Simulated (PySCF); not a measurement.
**`[C@H]1(C=C=C)C=C[C@H]1C`, C₈H₁₀**

Molfile (atoms numbered from 1):
```
C8H10
     RDKit          3D

 18 18  0  0  0  0  0  0  0  0999 V2000
    3.3758    0.7138   -0.1501 C   0  0  0  0  0  0  0  0  0  0  0  0
    2.1915    0.2291    0.0434 C   0  0  0  0  0  0  0  0  0  0  0  0
    1.0022   -0.2593    0.2184 C   0  0  0  0  0  0  0  0  0  0  0  0
    0.0437   -0.5288   -0.8970 C   0  0  1  0  0  0  0  0  0  0  0  0
   -0.7656   -1.7989   -0.7814 C   0  0  0  0  0  0  0  0  0  0  0  0
   -1.9374   -1.1762   -0.7359 C   0  0  0  0  0  0  0  0  0  0  0  0
   -1.3442    0.2058   -0.8406 C   0  0  1  0  0  0  0  0  0  0  0  0
   -1.5965    1.1467    0.3250 C   0  0  0  0  0  0  0  0  0  0  0  0
    3.5649    1.7759   -0.1405 H   0  0  0  0  0  0  0  0  0  0  0  0
    4.2305    0.0775   -0.3185 H   0  0  0  0  0  0  0  0  0  0  0  0
    0.6592   -0.5056    1.2146 H   0  0  0  0  0  0  0  0  0  0  0  0
    0.5495   -0.4060   -1.8579 H   0  0  0  0  0  0  0  0  0  0  0  0
   -0.4552   -2.8279   -0.7553 H   0  0  0  0  0  0  0  0  0  0  0  0
   -2.9595   -1.5019   -0.6616 H   0  0  0  0  0  0  0  0  0  0  0  0
   -1.5772    0.7139   -1.7806 H   0  0  0  0  0  0  0  0  0  0  0  0
   -0.9011    1.9829    0.2944 H   0  0  0  0  0  0  0  0  0  0  0  0
   -2.6115    1.5361    0.2736 H   0  0  0  0  0  0  0  0  0  0  0  0
   -1.4780    0.6293    1.2737 H   0  0  0  0  0  0  0  0  0  0  0  0
  1  2  2  0
  2  3  2  0
  3  4  1  0
  4  5  1  0
  5  6  2  0
  6  7  1  0
  7  8  1  0
  7  4  1  0
  1  9  1  0
  1 10  1  0
  3 11  1  0
  4 12  1  6
  5 13  1  0
  6 14  1  0
  7 15  1  6
  8 16  1  0
  8 17  1  0
  8 18  1  0
M  END
```

Computed with TDDFT CAM-B3LYP/def2-SVPD circular dichroism and optical rotation, one conformer, gas phase (PySCF 2.14.0). Geometry: GFN2-xTB.

The molecule is flexible and this is one conformer; a measurement averages over conformers.

Stereocentres: C4 S, C7 R.

**Question.** Give the optical rotatory dispersion at 633, 589.3, 546, 436, 405, 365, 355 nm.

**Answer.** [α] in deg dm⁻¹ (g/mL)⁻¹:
```tsv
λ (nm)	origin-invariant length gauge	modified velocity gauge	length gauge (centre of mass)	isotropic polarisability (au)
633	-119.2	-125.5	-120.0	98.6
589.3	-138.8	-146.1	-139.7	99.1
546	-163.2	-171.9	-164.4	99.7
436	-264.4	-278.7	-266.7	102.3
405	-309.3	-326.2	-312.3	103.6
365	-382.9	-404.6	-387.2	105.8
355	-404.1	-427.4	-408.9	106.5
```

**Question.** And for the mirror image at 589.3 nm?

**Answer.** +138.8 deg dm⁻¹ (g/mL)⁻¹ (origin-invariant length gauge): the same size and the opposite sign.

**Question.** What is the molar rotation [Φ] = [α]·M/100 of the geometry above at 589.3 nm?

**Answer.** With M = 106.17 g/mol, -147.3 deg cm² dmol⁻¹ (origin-invariant length gauge).

The first excitation lies at 5.83 eV (213 nm) with R = +14.4 × 10⁻⁴⁰ esu² cm² (velocity form).
